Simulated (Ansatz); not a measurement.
H8Si8 (`[SiH]12[SiH]3[SiH]4[SiH]1[SiH]1[SiH]2[SiH]3[SiH]41`) at its PBE0-D4/def2-TZVP geometry, where that method's forces vanish. Total charge 0; spin multiplicity 1.

```xyz
16

Si    0.8530    0.2015    1.8600
Si    1.5745   -1.3104    0.1775
Si    1.4024    0.4137   -1.4457
Si    0.6809    1.9256    0.2368
Si   -1.5745    1.3104   -0.1775
Si   -1.4024   -0.4137    1.4457
Si   -0.6809   -1.9256   -0.2368
Si   -0.8530   -0.2015   -1.8600
H     1.4715    0.3476    3.2085
H     2.7161   -2.2605    0.3062
H     2.4191    0.7137   -2.4938
H     1.1746    3.3218    0.4084
H    -2.7161    2.2605   -0.3062
H    -2.4191   -0.7137    2.4938
H    -1.1746   -3.3218   -0.4084
H    -1.4715   -0.3476   -3.2085
```

What forces (eV/Å) does PBE-D4/def2-TZVPP give on these atoms in Ansatz? (An estimate is asked.)

Ansatz gave: 
```
Si1 -0.001  0.000 -0.001
Si2 -0.001  0.001  0.000
Si3 -0.001  0.000  0.001
Si4  0.000 -0.001  0.000
Si5  0.001 -0.001  0.000
Si6  0.001  0.000 -0.001
Si7  0.000  0.001  0.000
Si8  0.001  0.000  0.001
H9   0.075  0.018  0.164
H10  0.139 -0.116  0.016
H11  0.124  0.036 -0.127
H12  0.060  0.170  0.021
H13 -0.139  0.116 -0.016
H14 -0.124 -0.036  0.127
H15 -0.060 -0.170 -0.021
H16 -0.075 -0.018 -0.164
```
